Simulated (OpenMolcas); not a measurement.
Dy3+ among 6 point charges of -2 e arranged as a trigonal prism (D3h), with a polar angle of 50.6° against the regular 49.1°.

| Item | Value |
| --- | --- |
| Program | OpenMolcas |
| Method | CASSCF |
| Basis | ANO-RCC-VDZP [7s6p4d2f1g] |
| Scalar Hamiltonian | DKH2, point nucleus |
| Active space | 9 electrons in 7 orbitals (4f) |
| State averaging | 2S+1 = 6 odd, 21 roots; 2S+1 = 4 odd, 115 roots kept (CI in the orbitals of an earlier block, 108 in the spin-orbit step); 2S+1 = 2 odd, 82 roots kept (CI in the orbitals of an earlier block, 40 in the spin-orbit step) |
| Spin-orbit coupling | state interaction with AMFI integrals over the reference wave functions |

All point charges move together. At R = 2.4 Å the width of the lowest J multiplet is 926 cm-1, and at R = 2.78 Å it is 589 cm-1.

Problem. A third run gives 786 cm-1. What distance was it run at?

Solution. With a power law R^-n the two known points give n = -ln(589 / 926) / ln(2.78 / 2.4) = 3.08. Then R = 2.4 × (926 / 786)^(1/3.08) = 2.531 Å. The run was at 2.53 Å, so the estimate is off by +0.001 Å.

High states are left out of the spin-orbit mixing, which shifts the levels that they would mix with. This is an electrostatic model: the charges have no orbitals. An unlabelled pair can be two single states that coincide in this model. A group larger than the point group allows holds several states that coincide in this model. No measured value stands beside these numbers.
